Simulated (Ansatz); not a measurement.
A short molecular-dynamics run on `C[B]([GaH2])CO`.

```yaml
crystal:
  periodic: [false, false, false]
  atoms:
    - {symbol: C, position_ang: [-1.591931, 1.241779, 0.046312]}
    - {symbol: B, position_ang: [-0.310618, 0.366307, 0.114925]}
    - {symbol: Ga, position_ang: [1.516773, 0.257916, 1.136749]}
    - {symbol: C, position_ang: [-0.086428, -0.893105, -0.798123]}
    - {symbol: O, position_ang: [1.295871, -1.273819, -0.604978]}
    - {symbol: H, position_ang: [-1.316759, 2.104374, -0.581069]}
    - {symbol: H, position_ang: [-2.458773, 0.772024, -0.428987]}
    - {symbol: H, position_ang: [-1.890530, 1.668808, 1.005821]}
    - {symbol: H, position_ang: [1.650973, -0.666803, 2.414813]}
    - {symbol: H, position_ang: [2.808618, 1.075399, 0.748026]}
    - {symbol: H, position_ang: [-0.761115, -1.686726, -0.441427]}
    - {symbol: H, position_ang: [-0.290866, -0.752285, -1.867379]}
    - {symbol: H, position_ang: [1.434775, -2.213859, -0.744693]}
basis:
  gaussian: {orbitals: def2-SVP}
hamiltonian: {xc: {name: BLYP}, dispersion: d4}
md: {timestep: 1 fs, n_steps: 30, ensemble: nvt_nose_hoover, temperature: 1500, initial_velocities: maxwell_boltzmann, seed: 175}
```

```sh
$ ansatz run in.yaml --threads 2 --pin off --events-out ev --progress --plain --max-ram 22528MiB --backend cpu
```

```tsv
step	time (fs)	potential energy (eV)	kinetic (eV)	T (K)	conserved (eV)
0	0.0	-57294.4347	2.1328	1500	-57292.3019
1	1.0	-57294.1720	1.9020	1338	-57292.2700
2	2.0	-57293.8113	1.5618	1098	-57292.2495
3	3.0	-57293.6317	1.3653	960	-57292.2666
4	4.0	-57293.4395	1.1810	831	-57292.2589
5	5.0	-57293.3004	1.0512	739	-57292.2498
6	6.0	-57293.3387	1.0850	763	-57292.2547
7	7.0	-57293.4860	1.2169	856	-57292.2705
8	8.0	-57293.5325	1.2583	885	-57292.2763
9	9.0	-57293.4423	1.1862	834	-57292.2589
10	10.0	-57293.4499	1.1936	839	-57292.2600
11	11.0	-57293.5937	1.3334	938	-57292.2650
12	12.0	-57293.7349	1.4571	1025	-57292.2837
13	13.0	-57293.6049	1.3377	941	-57292.2744
14	14.0	-57293.2853	1.0369	729	-57292.2568
15	15.0	-57293.0292	0.7918	557	-57292.2468
16	16.0	-57292.9961	0.7604	535	-57292.2460
17	17.0	-57293.1950	0.9483	667	-57292.2582
18	18.0	-57293.4333	1.1634	818	-57292.2830
19	19.0	-57293.3823	1.1119	782	-57292.2853
20	20.0	-57293.1094	0.8846	622	-57292.2413
21	21.0	-57293.1937	0.9563	673	-57292.2555
22	22.0	-57293.4767	1.2126	853	-57292.2842
23	23.0	-57293.5232	1.2718	894	-57292.2741
24	24.0	-57293.3990	1.1632	818	-57292.2611
25	25.0	-57293.2811	1.0520	740	-57292.2568
26	26.0	-57293.2359	1.0074	709	-57292.2584
27	27.0	-57293.2307	0.9965	701	-57292.2666
28	28.0	-57293.1592	0.9277	652	-57292.2663
29	29.0	-57293.0815	0.8723	613	-57292.2464
30	30.0	-57293.2231	0.9848	693	-57292.2779
```

Velocities are drawn at the set temperature; a run this short doesn't reach equilibrium.

Frames (Å, forces in eV/Å):

```xyz
13
time=0.0 fs
C    -1.592    1.242    0.046    0.182   -0.199    0.078
B    -0.311    0.366    0.115   -0.005    0.093    0.089
Ga    1.517    0.258    1.137   -0.047    0.046   -0.002
C    -0.086   -0.893   -0.798    0.024    0.175    0.113
O     1.296   -1.274   -0.605    0.525    0.527    0.163
H    -1.317    2.104   -0.581    0.132    0.414   -0.293
H    -2.459    0.772   -0.429   -0.446   -0.230   -0.246
H    -1.891    1.669    1.006   -0.156    0.241    0.484
H     1.651   -0.667    2.415    0.030   -0.109    0.176
H     2.809    1.075    0.748    0.178    0.102   -0.035
H    -0.761   -1.687   -0.441   -0.397   -0.358    0.161
H    -0.291   -0.752   -1.867   -0.183    0.087   -0.563
H     1.435   -2.214   -0.745    0.164   -0.790   -0.125
13
time=2.0 fs
C    -1.570    1.234    0.067   -1.427    2.395    1.218
B    -0.320    0.375    0.073    0.628   -0.575    0.795
Ga    1.514    0.261    1.141   -0.960   -0.812    0.382
C    -0.103   -0.903   -0.799    0.965   -0.373   -0.045
O     1.296   -1.285   -0.626    0.265    5.020    0.746
H    -1.297    2.088   -0.663   -0.015   -0.352    0.941
H    -2.485    0.862   -0.445   -0.069   -0.334    0.323
H    -1.870    1.727    1.163    0.666   -0.916   -2.617
H     1.758   -0.674    2.452   -0.200    0.142   -0.267
H     2.719    1.090    0.798    1.142    0.766   -0.356
H    -0.698   -1.737   -0.414   -0.831   -0.251    0.016
H    -0.198   -0.797   -1.876   -0.808    0.089   -0.876
H     1.475   -2.165   -0.660    0.642   -4.798   -0.259
13
time=4.0 fs
C    -1.553    1.233    0.092   -2.466    3.083    0.597
B    -0.328    0.382    0.033    1.034   -1.150    1.265
Ga    1.511    0.263    1.145   -1.154   -1.220    0.503
C    -0.117   -0.913   -0.801    0.971   -1.207   -1.005
O     1.297   -1.287   -0.644    2.039   -0.665    0.942
H    -1.278    2.061   -0.711    0.026   -0.453    1.460
H    -2.514    0.939   -0.450    0.500   -0.371    0.835
H    -1.825    1.753    1.225    0.708   -1.031   -3.111
H     1.858   -0.677    2.479   -0.405    0.303   -0.564
H     2.672    1.133    0.836    1.434    1.045   -0.455
H    -0.665   -1.796   -0.387   -0.713    0.480   -0.359
H    -0.136   -0.838   -1.914   -1.163   -0.012    0.054
H     1.533   -2.265   -0.584   -0.811    1.199   -0.162
13
time=6.0 fs
C    -1.544    1.243    0.118   -2.360    2.350   -0.368
B    -0.332    0.386   -0.002    1.025   -1.468    1.570
Ga    1.507    0.265    1.150   -0.406   -0.760    0.266
C    -0.128   -0.928   -0.805    0.990   -1.652   -1.683
O     1.303   -1.290   -0.661    2.530   -2.610    1.371
H    -1.258    2.017   -0.705    0.180    0.044    1.193
H    -2.525    1.001   -0.423    0.555   -0.522    0.897
H    -1.754    1.741    1.171    0.407   -0.483   -2.014
H     1.942   -0.668    2.485   -0.537    0.343   -0.675
H     2.677    1.214    0.856    0.745    0.574   -0.288
H    -0.659   -1.837   -0.373   -0.508    0.986   -0.574
H    -0.118   -0.880   -1.952   -1.277   -0.046    0.842
H     1.562   -2.334   -0.516   -1.344    3.244   -0.537
13
time=8.0 fs
C    -1.542    1.259    0.143   -0.885   -0.792   -3.880
B    -0.332    0.383   -0.031    0.661   -1.480    1.858
Ga    1.503    0.266    1.155    0.432    0.085   -0.132
C    -0.135   -0.947   -0.815    1.260   -1.284   -1.649
O     1.315   -1.298   -0.674    1.662   -1.411    1.194
H    -1.230    1.976   -0.655    0.434    0.931    0.204
H    -2.516    1.044   -0.363   -0.034   -0.678    0.512
H    -1.668    1.714    1.050   -0.335    1.778    2.714
H     2.006   -0.646    2.466   -0.574    0.257   -0.604
H     2.710    1.317    0.866   -0.130   -0.140   -0.088
H    -0.673   -1.842   -0.380   -0.442    0.811   -0.423
H    -0.148   -0.923   -1.959   -1.104   -0.020    0.802
H     1.543   -2.284   -0.468   -0.945    1.943   -0.508
13
time=10.0 fs
C    -1.542    1.273    0.155    0.271   -2.207   -3.961
B    -0.330    0.376   -0.054    0.302   -1.346    2.093
Ga    1.499    0.268    1.160    0.832    0.852   -0.597
C    -0.138   -0.971   -0.830    1.653   -0.239   -0.936
O     1.331   -1.309   -0.685   -0.341    3.941   -0.519
H    -1.186    1.970   -0.597    0.537    1.476   -0.738
H    -2.509    1.061   -0.284   -0.902   -0.680   -0.031
H    -1.593    1.754    1.027   -0.284    2.360    4.077
H     2.048   -0.615    2.424   -0.504    0.042   -0.342
H     2.739    1.414    0.872   -0.667   -0.632    0.026
H    -0.705   -1.817   -0.402   -0.495    0.091    0.058
H    -0.220   -0.967   -1.937   -0.721    0.027   -0.061
H     1.489   -2.173   -0.435    0.320   -3.687    0.930
13
time=12.0 fs
C    -1.542    1.281    0.156    1.038    0.942    0.798
B    -0.327    0.364   -0.069    0.072   -1.145    2.146
Ga    1.496    0.270    1.164    0.814    1.441   -1.141
C    -0.136   -0.995   -0.848    1.566    0.726   -0.101
O     1.346   -1.312   -0.697   -0.793    2.122   -0.566
H    -1.123    2.017   -0.564   -0.060    0.759   -0.424
H    -2.535    1.052   -0.205   -0.836   -0.328   -0.178
H    -1.530    1.872    1.141   -0.193   -0.757   -0.985
H     2.071   -0.582    2.369   -0.318   -0.288    0.109
H     2.743    1.489    0.879   -0.879   -0.857    0.072
H    -0.755   -1.788   -0.422   -0.350   -0.400    0.486
H    -0.319   -1.011   -1.918   -0.269    0.062   -0.898
H     1.444   -2.182   -0.371    0.208   -2.277    0.684
13
time=14.0 fs
C    -1.539    1.291    0.159    1.110    2.262    1.387
B    -0.323    0.348   -0.077   -0.134   -0.851    2.040
Ga    1.493    0.272    1.168    0.554    1.826   -1.623
C    -0.130   -1.018   -0.866    0.530    0.963   -0.108
O     1.360   -1.310   -0.710   -1.006   -2.953    1.113
H    -1.063    2.092   -0.546   -0.892   -0.409    0.262
H    -2.589    1.032   -0.132    0.429    0.272    0.000
H    -1.474    1.968    1.228   -0.393   -1.924   -2.510
H     2.083   -0.561    2.319   -0.080   -0.635    0.588
H     2.714    1.531    0.888   -0.881   -0.894    0.075
H    -0.817   -1.773   -0.425    0.317   -0.160    0.467
H    -0.428   -1.051   -1.929    0.367    0.089   -0.437
H     1.407   -2.275   -0.284    0.079    2.414   -1.254
13
time=16.0 fs
C    -1.532    1.309    0.166    0.948    2.132    1.077
B    -0.320    0.328   -0.077   -0.327   -0.553    1.845
Ga    1.490    0.276    1.171    0.261    1.826   -1.740
C    -0.121   -1.037   -0.885   -0.718    0.992   -0.376
O     1.370   -1.314   -0.720   -1.521   -3.725    1.289
H    -1.036    2.153   -0.519   -1.276   -0.974    0.369
H    -2.628    1.022   -0.060    1.312    0.655   -0.049
H    -1.433    1.992    1.223   -0.477   -2.013   -2.297
H     2.091   -0.563    2.290    0.037   -0.781    0.772
H     2.652    1.539    0.901   -0.701   -0.758    0.047
H    -0.866   -1.763   -0.411    1.035    0.183    0.228
H    -0.523   -1.089   -1.956    1.081    0.117    0.474
H     1.374   -2.285   -0.241    0.346    2.900   -1.641
13
time=18.0 fs
C    -1.522    1.333    0.176    0.935    0.603   -0.145
B    -0.318    0.307   -0.071   -0.489   -0.286    1.597
Ga    1.488    0.281    1.173   -0.023    1.204   -1.347
C    -0.115   -1.053   -0.905   -1.182    1.274   -0.139
O     1.378   -1.327   -0.728   -1.831   -1.069   -0.228
H    -1.057    2.179   -0.480   -1.129   -0.768   -0.132
H    -2.620    1.036    0.010    1.161    0.634   -0.321
H    -1.409    1.941    1.133   -0.292   -0.999   -0.312
H     2.099   -0.595    2.290   -0.069   -0.583    0.506
H     2.563    1.519    0.915   -0.279   -0.363   -0.024
H    -0.878   -1.747   -0.387    1.262    0.155    0.107
H    -0.578   -1.122   -1.967    1.430    0.123    0.713
H     1.354   -2.192   -0.257    0.505    0.075   -0.274
13
time=20.0 fs
C    -1.510    1.358    0.186    0.873   -2.971   -3.797
B    -0.318    0.284   -0.059   -0.574   -0.034    1.249
Ga    1.485    0.286    1.174   -0.460   -0.010   -0.679
C    -0.113   -1.065   -0.926   -0.601    1.718    0.713
O     1.381   -1.342   -0.736   -1.736    3.927   -3.286
H    -1.120    2.177   -0.448   -0.509    0.236   -1.073
H    -2.569    1.073    0.068   -0.071    0.181   -0.623
H    -1.395    1.858    1.041    0.454    1.783    4.650
H     2.105   -0.648    2.308   -0.279   -0.173    0.028
H     2.465    1.485    0.928    0.410    0.375   -0.149
H    -0.842   -1.727   -0.359    0.905   -0.201    0.182
H    -0.579   -1.150   -1.953    1.201    0.069    0.094
H     1.353   -2.106   -0.276    0.387   -4.900    2.692
13
time=22.0 fs
C    -1.494    1.375    0.184    1.817   -2.436   -1.279
B    -0.320    0.262   -0.043   -0.546    0.205    0.749
Ga    1.483    0.292    1.175   -0.960   -1.330   -0.112
C    -0.112   -1.071   -0.944    0.522    2.013    2.062
O     1.379   -1.350   -0.752   -1.449   -0.742   -0.391
H    -1.202    2.184   -0.454    0.038    1.038   -1.410
H    -2.522    1.116    0.103   -1.495   -0.405   -0.672
H    -1.367    1.831    1.106    0.345    0.915    2.733
H     2.101   -0.708    2.328   -0.421    0.222   -0.359
H     2.381    1.467    0.935    1.083    1.182   -0.273
H    -0.773   -1.714   -0.323    0.207   -0.595    0.280
H    -0.535   -1.177   -1.936    0.477   -0.071   -1.073
H     1.367   -2.172   -0.214    0.383    0.004   -0.255
13
time=24.0 fs
C    -1.472    1.385    0.179    1.579   -0.083    2.089
B    -0.324    0.240   -0.024   -0.436    0.508    0.233
Ga    1.479    0.296    1.176   -0.976   -1.818    0.133
C    -0.109   -1.071   -0.955    0.966    1.695    2.575
O     1.374   -1.358   -0.768   -0.783   -3.064    1.438
H    -1.285    2.227   -0.511    0.148    0.181   -0.244
H    -2.527    1.146    0.113   -0.836   -0.451   -0.346
H    -1.326    1.840    1.273   -0.275   -0.633   -1.873
H     2.080   -0.760    2.335   -0.439    0.488   -0.549
H     2.338    1.491    0.933    1.133    1.262   -0.250
H    -0.694   -1.722   -0.278   -0.252   -0.609    0.004
H    -0.473   -1.205   -1.958    0.027   -0.135   -1.139
H     1.395   -2.249   -0.156    0.145    2.661   -2.070
13
time=26.0 fs
C    -1.446    1.394    0.179   -0.233    0.794    1.971
B    -0.329    0.220   -0.004   -0.302    0.836   -0.200
Ga    1.475    0.300    1.177   -0.473   -1.253    0.053
C    -0.104   -1.066   -0.959    0.652    0.626    1.742
O     1.368   -1.374   -0.781   -0.098   -2.147    1.175
H    -1.361    2.275   -0.577    0.373   -0.972    1.020
H    -2.561    1.159    0.110    0.822   -0.244   -0.015
H    -1.294    1.828    1.376   -0.457   -0.674   -3.144
H     2.043   -0.793    2.321   -0.339    0.585   -0.544
H     2.336    1.562    0.921    0.554    0.464   -0.067
H    -0.625   -1.753   -0.234   -0.395   -0.218   -0.610
H    -0.408   -1.239   -2.020    0.015    0.089    0.367
H     1.429   -2.230   -0.172   -0.118    2.113   -1.748
13
time=28.0 fs
C    -1.420    1.405    0.186   -1.385    0.561    1.328
B    -0.336    0.203    0.015   -0.160    1.122   -0.551
Ga    1.471    0.303    1.178   -0.014   -0.390   -0.198
C    -0.097   -1.059   -0.957    0.558   -0.507    1.037
O     1.361   -1.395   -0.792    0.023    2.586   -1.870
H    -1.423    2.289   -0.607    0.718   -1.248    1.409
H    -2.566    1.163    0.106    1.457   -0.215    0.157
H    -1.279    1.791    1.362   -0.414   -0.277   -2.905
H     1.993   -0.805    2.287   -0.141    0.490   -0.345
H     2.356    1.651    0.906   -0.054   -0.430    0.119
H    -0.571   -1.793   -0.212   -0.509    0.166   -1.021
H    -0.343   -1.268   -2.068   -0.156    0.388    1.455
H     1.459   -2.141   -0.248    0.076   -2.246    1.385
13
time=30.0 fs
C    -1.398    1.418    0.197   -1.593   -1.081   -0.824
B    -0.343    0.190    0.032    0.022    1.332   -0.803
Ga    1.467    0.306    1.179    0.122    0.333   -0.560
C    -0.087   -1.053   -0.952    0.548   -1.109    0.997
O     1.354   -1.409   -0.808    0.358    3.932   -2.562
H    -1.458    2.257   -0.585    0.958   -0.574    0.815
H    -2.518    1.157    0.107    0.888   -0.394    0.195
H    -1.279    1.745    1.242   -0.032    0.814   -0.100
H     1.938   -0.799    2.240    0.136    0.183    0.045
H     2.374    1.724    0.896   -0.402   -0.975    0.229
H    -0.536   -1.827   -0.228   -0.700    0.310   -0.999
H    -0.284   -1.284   -2.064   -0.518    0.542    1.327
H     1.493   -2.132   -0.274    0.212   -3.315    2.240
```

Run time 57 s (2 threads of an AMD EPYC 7R13 on a shared host); peak host memory 0.51 GiB.
